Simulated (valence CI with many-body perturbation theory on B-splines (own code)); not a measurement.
## Forbidden lines of In42+

Computed by configuration interaction combined with many-body perturbation theory (CI+MBPT): five valence electrons over a frozen Dirac-Fock core [He], a basis of 11 s, 11 p, 10 d, 8 f, 5 g, 2 h functions for each j, with the one-electron correlation potential Σ1, the two-electron term Σ2, the three-electron term Σ3, Breit, model QED; selected CI, second order for the rest, scaled by the run's own slope (own B-spline code, finite nucleus).

No measured spectrum was set against this ion. As an estimate, large intervals hold to a few tenths of a per cent, small ones and those within an open d or f shell to about a per cent. Among the levels kept, up to 7100 cm⁻¹ of a level comes from second order outside the variational space, and about a tenth of that is noise between levels of different J, which matters for small intervals.

Lines 1 to 50 of 75 in falling wavelength, among levels below 37877 × 10³ cm⁻¹, chosen from the decays that carry over 1 % of a level's rate. Wavelengths and rates use the calculated energies. Electric multipoles are in the length gauge, E1 and E2 with the static RPA response of the core. S is in atomic units (e²a₀⁴ for E2 and M2, e²a₀⁶ for E3), for M1 in squared Bohr magnetons. Weak lines are less certain than strong ones. Lines between different terms over intervals too small for the method are left out, as are lines whose strength nearly cancels. The highest levels of a list are the least certain.

Levels are named by their leading jj configuration (3d3/2^4 stands for four electrons in 3d with j = 3/2), which in mixed levels can hold well under half, so a name can repeat and another be missing. Letters in brackets count levels of one name in rising energy.

```csv
λ vac (nm),Upper,Lower,Type,A (s⁻¹),S (a.u.)
6.054,(2s^2 2p1/2 2p3/2^2) J=3/2,(2s^2 2p1/2^2 2p3/2) J=3/2,M1,8.99e+07,2.96e+00
6.024,(2s^2 2p3/2^3) J=3/2,(2s^2 2p1/2 2p3/2^2) J=1/2,M1,2.19e+07,7.11e-01
5.553,(2s^2 2p1/2 2p3/2^2) J=5/2,(2s^2 2p1/2^2 2p3/2) J=3/2,M1,1.56e+07,5.95e-01
5.331,(2s^2 2p3/2^3) J=3/2,(2s^2 2p1/2 2p3/2^2) J=5/2,M1,3.06e+07,6.88e-01
4.959,(2s^2 2p1/2 2p3/2^2) J=1/2,(2s^2 2p1/2^2 2p3/2) J=3/2,M1,6.57e+07,5.94e-01
4.939,(2s^2 2p3/2^3) J=3/2,(2s^2 2p1/2 2p3/2^2) J=3/2,M1,1.29e+08,2.30e+00
0.3549,(2s^2 2p1/2 2p3/2 3d5/2) J=9/2,(2s 2p1/2 2p3/2^3) J=5/2,E2,4.31e+08,2.17e-06
0.3338,(2s^2 2p3/2^2 3d5/2) J=9/2,(2s 2p1/2 2p3/2^3) J=5/2,E2,5.34e+08,1.97e-06
0.3319,(2s^2 2p1/2 2p3/2 3p1/2) J=3/2 [a],(2s^2 2p1/2 2p3/2^2) J=1/2,E2,2.02e+10,2.90e-05
0.3309,(2s^2 2p1/2 2p3/2 3p1/2) J=5/2,(2s^2 2p1/2 2p3/2^2) J=1/2,E2,3.51e+10,7.47e-05
0.3300,(2s^2 2p1/2 2p3/2 3p1/2) J=1/2,(2s^2 2p1/2 2p3/2^2) J=5/2,E2,4.54e+10,3.17e-05
0.3291,(2s^2 2p1/2 2p3/2 3p1/2) J=3/2 [b],(2s^2 2p1/2 2p3/2^2) J=1/2,E2,1.33e+10,1.83e-05
0.3287,(2s^2 2p1/2^2 3p1/2) J=1/2,(2s^2 2p1/2^2 2p3/2) J=3/2,E2,1.97e+11,1.35e-04
0.3286,(2s^2 2p3/2^2 3p1/2) J=3/2,(2s^2 2p3/2^3) J=3/2,E2,4.20e+10,5.75e-05
0.3286,(2s^2 2p1/2 2p3/2 3p1/2) J=5/2,(2s^2 2p1/2 2p3/2^2) J=5/2,E2,1.14e+11,2.34e-04
0.3284,(2s^2 2p1/2 2p3/2 3p1/2) J=1/2,(2s^2 2p1/2 2p3/2^2) J=3/2,E2,6.69e+10,4.56e-05
0.3283,(2s^2 2p3/2^2 3p1/2) J=5/2,(2s^2 2p3/2^3) J=3/2,E2,1.34e+11,2.74e-04
0.3279,(2s^2 2p1/2 2p3/2 3p1/2) J=3/2 [a],(2s^2 2p1/2 2p3/2^2) J=3/2,E2,1.26e+11,1.71e-04
0.3274,(2s 2p3/2^3 3p1/2) J=3/2 [b],(2s 2p3/2^4) J=1/2,E2,9.01e+10,1.21e-04
0.3270,(2s^2 2p1/2 2p3/2 3p1/2) J=5/2,(2s^2 2p1/2 2p3/2^2) J=3/2,E2,2.80e+10,5.60e-05
0.3268,(2s 2p1/2 2p3/2^2 3p3/2) J=9/2,(2s 2p1/2 2p3/2^3) J=5/2,E2,2.66e+10,8.86e-05
0.3267,(2s^2 2p1/2 2p3/2 3p1/2) J=3/2 [b],(2s^2 2p1/2 2p3/2^2) J=5/2,E2,1.13e+11,1.50e-04
0.3258,(2s^2 2p1/2 2p3/2 3p3/2) J=3/2 [a],(2s^2 2p1/2 2p3/2^2) J=1/2,E2,8.24e+09,1.08e-05
0.3256,(2s^2 2p3/2^2 3p1/2) J=1/2,(2s^2 2p3/2^3) J=3/2,E2,1.35e+11,8.82e-05
0.3249,(2s 2p1/2^2 2p3/2 3p3/2) J=7/2,(2s 2p1/2^2 2p3/2^2) J=5/2,E2,5.40e+10,1.40e-04
0.3245,(2s^2 2p1/2 2p3/2 3p3/2) J=5/2 [a],(2s^2 2p1/2 2p3/2^2) J=5/2,E2,1.39e+10,2.67e-05
0.3242,(2s^2 2p3/2^2 3p3/2) J=5/2,(2s^2 2p3/2^3) J=3/2,E2,4.80e+10,9.21e-05
0.3242,(2s^2 2p3/2^2 3p3/2) J=7/2,(2s^2 2p3/2^3) J=3/2,E2,3.24e+10,8.29e-05
0.3241,(2s^2 2p1/2 2p3/2 3p3/2) J=5/2 [b],(2s^2 2p1/2 2p3/2^2) J=1/2,E2,4.03e+10,7.73e-05
0.3240,(2s^2 2p1/2 2p3/2 3p3/2) J=1/2 [a],(2s^2 2p1/2 2p3/2^2) J=5/2,E2,1.65e+10,1.05e-05
0.3240,(2s 2p1/2^2 2p3/2 3p3/2) J=1/2 [b],(2s 2p1/2^2 2p3/2^2) J=3/2,E2,1.02e+11,6.49e-05
0.3238,(2s^2 2p3/2^2 3p3/2) J=1/2,(2s^2 2p3/2^3) J=3/2,E2,7.28e+09,4.63e-06
0.3236,(2s^2 2p1/2 2p3/2 3p3/2) J=3/2 [a],(2s^2 2p1/2 2p3/2^2) J=5/2,E2,3.60e+10,4.55e-05
0.3230,(2s^2 2p1/2 2p3/2 3p3/2) J=7/2,(2s^2 2p1/2 2p3/2^2) J=5/2,E2,6.53e+10,1.64e-04
0.3229,(2s^2 2p1/2 2p3/2 3p3/2) J=5/2 [a],(2s^2 2p1/2 2p3/2^2) J=3/2,E2,5.48e+10,1.03e-04
0.3226,(2s^2 2p1/2^2 3p3/2) J=3/2,(2s^2 2p1/2^2 2p3/2) J=3/2,E2,1.00e+11,1.25e-04
0.3225,(2s^2 2p1/2 2p3/2 3p3/2) J=1/2 [a],(2s^2 2p1/2 2p3/2^2) J=3/2,E2,6.71e+10,4.18e-05
0.3220,(2s^2 2p1/2 2p3/2 3p3/2) J=3/2 [a],(2s^2 2p1/2 2p3/2^2) J=3/2,E2,2.58e+10,3.19e-05
0.3215,(2s^2 2p1/2 2p3/2 3p3/2) J=7/2,(2s^2 2p1/2 2p3/2^2) J=3/2,E2,7.57e+09,1.86e-05
0.3214,(2s^2 2p3/2^2 3p3/2) J=3/2 [a],(2s^2 2p3/2^3) J=3/2,E2,1.09e+11,1.34e-04
0.3208,(2s^2 2p1/2 2p3/2 3p3/2) J=1/2 [b],(2s^2 2p1/2 2p3/2^2) J=5/2,E2,1.44e+11,8.72e-05
0.3192,(2s^2 2p1/2 2p3/2 3p3/2) J=1/2 [b],(2s^2 2p1/2 2p3/2^2) J=3/2,E2,7.00e+10,4.15e-05
0.3189,(2s 2p1/2^2 2p3/2 3p3/2) J=1/2 [b],(2s 2p1/2^2 2p3/2^2) J=5/2,E2,3.80e+10,2.24e-05
0.3185,(2s 2p1/2^2 2p3/2 3d5/2) J=9/2,(2s 2p1/2^2 2p3/2^2) J=5/2,M2,2.40e+09,7.03e-06
0.3163,(2s^2 2p1/2 2p3/2 3d5/2) J=9/2,(2s^2 2p1/2 2p3/2^2) J=5/2,M2,2.30e+09,6.52e-06
0.3125,(2s^2 2p3/2^2 3d5/2) J=9/2,(2s 2p1/2^2 2p3/2^2) J=5/2,E2,1.24e+09,3.31e-06
0.3070,(2s 2p3/2^3 3p3/2) J=7/2,(2s 2p1/2 2p3/2^3) J=5/2,E2,5.42e+10,1.06e-04
0.3065,(2s^2 2p1/2 2p3/2 3p3/2) J=5/2 [a],(2s^2 2p1/2^2 2p3/2) J=3/2,E2,2.24e+10,3.25e-05
0.3063,(2s 2p1/2 2p3/2^2 3p3/2) J=9/2,(2s 2p1/2^2 2p3/2^2) J=5/2,E2,1.09e+11,2.63e-04
0.3062,(2s^2 2p1/2 2p3/2 3p3/2) J=1/2 [a],(2s^2 2p1/2^2 2p3/2) J=3/2,E2,3.64e+10,1.75e-05
```
